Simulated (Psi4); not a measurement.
Psi4 input (wB97X-D/6-311+G**):

```
memory 1500 MB

molecule {
1 1
C    -1.54239160    0.14966775   -0.06167306
C    -0.21272039   -0.48333741   -0.22325539
C     0.97966684    0.23859983   -0.65101960
O     0.89446574   -0.05956607    0.82943703
H    -2.08877611   -0.28467441    0.77538915
H    -2.11210549   -0.07007489   -0.97071802
H    -1.48426528    1.23432464    0.03979722
H    -0.16506973   -1.56499507   -0.25622852
H     0.91132549    1.29676390   -0.87149703
H     1.82265005   -0.29118867   -1.07286526
H     0.61318598    0.72679204    1.33631456
symmetry c1
no_reorient
no_com
}

set {
  basis 6-311+G**
  reference rks
  scf_type df
  df_basis_scf def2-universal-jkfit
  dft_radial_points 99
  dft_spherical_points 590
  e_convergence 1e-8
  d_convergence 1e-7
  maxiter 150
}

e = energy('wb97x-d')
print_out(f'\nFINAL {e:.10f} DIPOLE {variable("CURRENT DIPOLE")[0]:.6f} {variable("CURRENT DIPOLE")[1]:.6f} {variable("CURRENT DIPOLE")[2]:.6f}\n')
```

Output:

```
   => Loading Basis Set <=

    Name: 6-311+G**
    Role: ORBITAL
    Keyword: BASIS
    atoms 1-3  entry C          line   129 file 6-311pgss.gbs
    atoms 4    entry O          line   171 file 6-311pgss.gbs
    atoms 5-11 entry H          line    42 file 6-311pgss.gbs

   => WB97X-D: Empirical Dispersion <=

    Chai and Head-Gordon Dispersion Correction
    Chai, J.-D.; Head-Gordon, M. (2010), J. Chem. Phys., 132: 6615-6620

        s6 =       1.000000

         ---------------------------------------------------------
                                   SCF
               by Justin Turney, Rob Parrish, Andy Simmonett
                          and Daniel G. A. Smith
                              RKS Reference
         ---------------------------------------------------------

  ==> Geometry <==

    Molecular point group: c1
    Full point group: C1

    Geometry (in Angstrom), charge = 1, multiplicity = 1:

       Center              X                  Y                   Z               Mass
    ------------   -----------------  -----------------  -----------------  -----------------
         C           -1.542391600000     0.149667750000    -0.061673060000    12.000000000000
         C           -0.212720390000    -0.483337410000    -0.223255390000    12.000000000000
         C            0.979666840000     0.238599830000    -0.651019600000    12.000000000000
         O            0.894465740000    -0.059566070000     0.829437030000    15.994914619570
         H           -2.088776110000    -0.284674410000     0.775389150000     1.007825032230
         H           -2.112105490000    -0.070074890000    -0.970718020000     1.007825032230
         H           -1.484265280000     1.234324640000     0.039797220000     1.007825032230
         H           -0.165069730000    -1.564995070000    -0.256228520000     1.007825032230
         H            0.911325490000     1.296763900000    -0.871497030000     1.007825032230
         H            1.822650050000    -0.291188670000    -1.072865260000     1.007825032230
         H            0.613185980000     0.726792040000     1.336314560000     1.007825032230

  Running in c1 symmetry.

  Rotational constants: A =      0.52872  B =      0.21169  C =      0.18465 [cm^-1]
  Rotational constants: A =  15850.52802  B =   6346.41275  C =   5535.53292 [MHz]
  Nuclear repulsion =  131.523176953879215

  Charge       = 1
  Multiplicity = 1
  Electrons    = 32
  Nalpha       = 16
  Nbeta        = 16

  ==> Algorithm <==

  SCF Algorithm Type is DF.
  DIIS enabled.
  MOM disabled.
  Fractional occupation disabled.
  Guess Type is SAD.
  Energy threshold   = 1.00e-08
  Density threshold  = 1.00e-07
  Integral threshold = 1.00e-12

  ==> Primary Basis <==

  Basis Set: 6-311+G**
    Blend: 6-311+G**
    Number of shells: 68
    Number of basis functions: 130
    Number of Cartesian functions: 134
    Spherical Harmonics?: true
    Max angular momentum: 2

  ==> DFT Potential <==

   => LibXC <=

    Version 7.1.2
    S. Lehtola, C. Steigemann, M. J. T. Oliveira, and M. A. L. Marques,  SoftwareX 7, 1–5 (2018) (10.1016/j.softx.2017.11.002)

   => Composite Functional: WB97X-D <=

    wB97X-D Hyb-GGA Exchange-Correlation Functional

    J.-D. Chai and M. Head-Gordon,  Phys. Chem. Chem. Phys. 10, 6615–6620 (2008) (10.1039/B810189B)

    Deriv               =              1
    GGA                 =           TRUE
    Meta                =          FALSE

    Exchange Hybrid     =           TRUE
    MP2 Hybrid          =          FALSE

   => Exchange-Correlation Functionals <=

    1.0000   wB97X-D range-separated functional

   => Exact (HF) Exchange <=

    0.7780            HF,LR [omega = 0.2000]
    0.2220               HF

   => LibXC Density Thresholds  <==

    XC_HYB_GGA_XC_WB97X_D:  1.00E-14

   => Molecular Quadrature <=

    Radial Scheme          =       TREUTLER
    Pruning Scheme         =           NONE
    Nuclear Scheme         =       TREUTLER

    Blocking Scheme        =         OCTREE
    BS radius alpha        =              1
    Pruning alpha          =              1
    Radial Points          =             99
    Spherical Points       =            590
    Total Points           =         607507
    Total Blocks           =           4279
    Max Points             =            256
    Max Functions          =            130
    Weights Tolerance      =       1.00E-15

   => Loading Basis Set <=

    Name: DEF2-UNIVERSAL-JKFIT
    Role: JKFIT
    Keyword: DF_BASIS_SCF
    atoms 1-3  entry C          line   198 file def2-universal-jkfit.gbs
    atoms 4    entry O          line   318 file def2-universal-jkfit.gbs
    atoms 5-11 entry H          line    18 file def2-universal-jkfit.gbs

  ==> Integral Setup <==

  SCF_SUBTYPE=INCORE selected. In-core MEM_DF algorithm will be used.
  Using in-core AOs.

  ==> MemDFJK: Density-Fitted J/K Matrices <==

    J tasked:                   Yes
    K tasked:                   Yes
    wK tasked:                  Yes
    Omega:                2.000E-01
    Algorithm:                 Core
    Schwarz Cutoff:           1E-12
    Mask sparsity (%):       0.3905
    Fitting Condition:        1E-10

   => Auxiliary Basis Set <=

  Basis Set: DEF2-UNIVERSAL-JKFIT
    Blend: DEF2-UNIVERSAL-JKFIT
    Number of shells: 142
    Number of basis functions: 428
    Number of Cartesian functions: 500
    Spherical Harmonics?: true
    Max angular momentum: 4

  Cached 33.3% of DFT collocation blocks in 0.635 [GiB].

  Minimum eigenvalue in the overlap matrix is 7.4700826335E-05.
  Reciprocal condition number of the overlap matrix is 7.3747107498E-06.
    Using symmetric orthogonalization.

  ==> Pre-Iterations <==

  SCF Guess: Superposition of Atomic Densities via on-the-fly atomic UHF (no occupation information).

   -------------------------
    Irrep   Nso     Nmo
   -------------------------
     A        130     130
   -------------------------
    Total     130     130
   -------------------------

  ==> Iterations <==

                           Total Energy        Delta E     RMS |[F,P]|

   @DF-RKS iter SAD:  -193.21350949617016   -1.93214e+02   0.00000e+00
   @DF-RKS iter   1:  -193.27214474887069   -5.86353e-02   4.16396e-03 DIIS/ADIIS
   @DF-RKS iter   2:  -193.36284462857117   -9.06999e-02   2.64539e-03 DIIS/ADIIS
   @DF-RKS iter   3:  -193.41755500635961   -5.47104e-02   2.72470e-04 DIIS/ADIIS
   @DF-RKS iter   4:  -193.41823093445731   -6.75928e-04   1.01246e-04 DIIS/ADIIS
   @DF-RKS iter   5:  -193.41830410509309   -7.31706e-05   5.06241e-05 DIIS
   @DF-RKS iter   6:  -193.41831933281657   -1.52277e-05   1.37661e-05 DIIS
   @DF-RKS iter   7:  -193.41832054580323   -1.21299e-06   3.98166e-06 DIIS
   @DF-RKS iter   8:  -193.41832068945942   -1.43656e-07   5.79682e-07 DIIS
   @DF-RKS iter   9:  -193.41832069480768   -5.34826e-09   1.33065e-07 DIIS
   @DF-RKS iter  10:  -193.41832069507566   -2.67988e-10   4.09757e-08 DIIS
  Energy and wave function converged.

  ==> Post-Iterations <==

   Electrons on quadrature grid:
      Ntotal   =   32.0000032097 ; deviation = 3.210e-06

    Orbital Energies [Eh]
    ---------------------

    Doubly Occupied:

       1A    -19.584811     2A    -10.602175     3A    -10.590022
       4A    -10.490156     5A     -1.461746     6A     -1.125994
       7A     -1.044202     8A     -0.941873     9A     -0.862104
      10A     -0.841079    11A     -0.752067    12A     -0.737992
      13A     -0.722054    14A     -0.697225    15A     -0.677641
      16A     -0.649641

    Virtual:

      17A     -0.146330    18A     -0.110111    19A     -0.093822
      20A     -0.072727    21A     -0.060455    22A     -0.042785
      23A     -0.028890    24A     -0.017147    25A     -0.013981
      26A     -0.005522    27A      0.010099    28A      0.016384
      29A      0.019344    30A      0.044147    31A      0.048044
      32A      0.060546    33A      0.086067    34A      0.089523
      35A      0.099255    36A      0.117673    37A      0.120780
      38A      0.142962    39A      0.151546    40A      0.173172
      41A      0.190228    42A      0.205460    43A      0.223685
      44A      0.274829    45A      0.308211    46A      0.328392
      47A      0.354365    48A      0.393371    49A      0.409238
      50A      0.424854    51A      0.464929    52A      0.487630
      53A      0.493594    54A      0.505804    55A      0.527244
      56A      0.536164    57A      0.546493    58A      0.552338
      59A      0.607808    60A      0.706770    61A      0.766027
      62A      0.783232    63A      0.786579    64A      0.887479
      65A      0.939096    66A      0.994746    67A      1.049233
      68A      1.079316    69A      1.135461    70A      1.244218
      71A      1.277432    72A      1.296533    73A      1.305177
      74A      1.342145    75A      1.351389    76A      1.405308
      77A      1.428939    78A      1.448207    79A      1.485491
      80A      1.508091    81A      1.549271    82A      1.604970
      83A      1.612663    84A      1.632368    85A      1.675642
      86A      1.719065    87A      1.764840    88A      1.823830
      89A      1.872094    90A      1.903871    91A      1.967581
      92A      1.982959    93A      2.048845    94A      2.078252
      95A      2.158682    96A      2.212261    97A      2.330105
      98A      2.344940    99A      2.382101   100A      2.404405
     101A      2.420202   102A      2.427679   103A      2.459924
     104A      2.518364   105A      2.561496   106A      2.603406
     107A      2.616060   108A      2.635709   109A      2.736628
     110A      2.755780   111A      2.803971   112A      2.878067
     113A      2.959317   114A      3.058607   115A      3.200606
     116A      3.464379   117A      3.599011   118A      3.622641
     119A      3.692553   120A      3.710524   121A      3.727255
     122A      3.935782   123A      4.268818   124A      5.052715
     125A      5.124711   126A      5.399039   127A     23.699728
     128A     23.763346   129A     23.893831   130A     49.734068

    Final Occupation by Irrep:
              A
    DOCC [    16 ]
    NA   [    16 ]
    NB   [    16 ]

  @DF-RKS Final Energy:  -193.41832069507566

   => Energetics <=

    Nuclear Repulsion Energy =            131.5231769538792150
    One-Electron Energy =                -513.6630540438006847
    Two-Electron Energy =                 207.3944216789300299
    DFT Exchange-Correlation Energy =     -18.6690324434522559
    Empirical Dispersion Energy =          -0.0038328406319694
    VV10 Nonlocal Energy =                  0.0000000000000000
    Total Energy =                       -193.4183206950756642

Computation Completed

Properties will be evaluated at   0.000000,   0.000000,   0.000000 [a0]

Properties computed using the SCF density matrix

 Multipole Moments:

 ------------------------------------------------------------------------------------
     Multipole            Electronic (a.u.)      Nuclear  (a.u.)        Total (a.u.)
 ------------------------------------------------------------------------------------

 L = 1.  Multiply by 2.5417464519 to convert [e a0] to [Debye]
 Dipole X            :          0.0774033           -0.0000001            0.0774032
 Dipole Y            :          0.4240894           -0.0000000            0.4240894
 Dipole Z            :         -0.1623989            0.0000001           -0.1623988
 Magnitude           :                                                    0.4606696

 ------------------------------------------------------------------------------------

FINAL -193.4183206951 DIPOLE 0.077403 0.424089 -0.162399

*** Psi4 exiting successfully. Buy a developer a beer!
```

The dipole moment of an ion depends on the origin.

The geometry given is a B3LYP-D3(BJ)/def2-TZVP minimum.
